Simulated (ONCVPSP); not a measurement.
Before and after: ONCV potential for As (Z = 33)

ONCVPSP 4.0.1 input, shortened (lines: element, Z, core and valence counts, functional; n l f; lmax; l rc ep ncon nbas qcut; lloc lpopt rc5 dvloc0; l nproj debl; icmod fcfact rcfact), PBEsol, non-relativistic:

```
  As 33.00    5    3  -116133      upf
    1    0    2.00
    2    0    2.00
    2    1    6.00
    3    0    2.00
    3    1    6.00
    3    2   10.00
    4    0    2.00
    4    1    3.00
    2
    0    1.65    0.00    4    7    3.70
    1    2.10    0.00    4    7    4.40
    2    0.75    0.00    3    8   18.20
    4    5    0.65    1.00
    0    2    2.90
    1    2    2.30
    2    2    3.30
    2    0.40    1.00
```

Change: d: ncon 5, nbas 10.

Cutoffs: the cutoffs (Ha) at which the residual kinetic energy of the hardest occupied pseudo-wave falls to 1 and 0.1 mHa per electron; they do not see the model core or the augmentation charge, which bear on the density cutoff. Errors are all-electron minus pseudo energies relative to the spin-unpolarised reference configuration.

Question: What does the change do?

Answer: The potential gets harder (144 Ha and 160 Ha → 159 Ha and 454 Ha); both files keep a bound ghost (s); the errors of the 4 common tests hardly move.

| quantity | base | changed |
| --- | --- | --- |
| cutoff, loose | 144 Ha | 159 Ha |
| cutoff, tight | 160 Ha | 454 Ha |
| loose cutoff by channel | s 20 Ha, p 6.6 Ha, d 144 Ha | s 20 Ha, p 6.6 Ha, d 159 Ha |
| bound ghosts | s | s |
| GHOST(+) flags under 300 eV | p at 23.4 eV | p at 23.4 eV |
| error for 3d10 4s2 4p2, meV [ΔE 9.19 eV] | -0.5 | -0.5 |
| error for 3d10 4s2 4p1, meV [ΔE 27.14 eV] | -4.3 | -4.3 |
| error for 3d10 4s2 4p0, meV [ΔE 54.83 eV] | -18 | -18 |
| error for 3d10 4s0 4p5, meV [ΔE 18.06 eV] | +5.4 | +5.4 |
| s: phases at 1.67 bohr within 0.05 rad from the reference energy up to (Ha; the scan ends near 5) | to the end of the scan | to the end of the scan |
| p: phases at 2.14 bohr within 0.05 rad from the reference energy up to (Ha; the scan ends near 5) | 0.8 | 0.8 |
| d: phases at 0.76 bohr within 0.05 rad from the reference energy up to (Ha; the scan ends near 5) | to the end of the scan | to the end of the scan |
| rms error of d²Exc/dni dnj with the model core, mHa | 3.42 | 3.48 |

 A true bound ghost makes a file unfit for plane-wave use even where its test errors are small: the radial tests pick states by their node count and pass the ghost by.
